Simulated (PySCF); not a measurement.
# How methods differ on the excitation energy of Xe⁺

Xe⁺ [Kr] 4d10 5s2 5p5 (2P) → Xe⁺ [Kr] 4d10 5s2 5p4 6s1 (4P), as a difference of total energies. Computed with PySCF 2.14 in aug-cc-pVTZ-PP with one added diffuse shell each of d, f type with ECP28MDF (6s5p5d3f, 67 functions), with a scalar-relativistic core potential. Correlated levels: valence: 4s2 4p6 4d10 frozen. The calculations carry no spin-orbit coupling.

| method | excitation energy (cm⁻¹) |
| --- | --- |
| UHF | 90274 |
| MP2 (valence) | 92525 |
| SCS-MP2 (valence) | 93621 |
| CCSD (valence) | 92647 |
| CCSD(T) (valence) | 92569 |

Errors of the correlated levels include the incompleteness of this basis and the frozen core.

The promoted electron is Rydberg-like, and one or two diffuse shells describe it only roughly, which tends to raise the upper state.

For comparison: 91570 cm⁻¹ (measured; NIST levels, between the centres of gravity of the two terms).
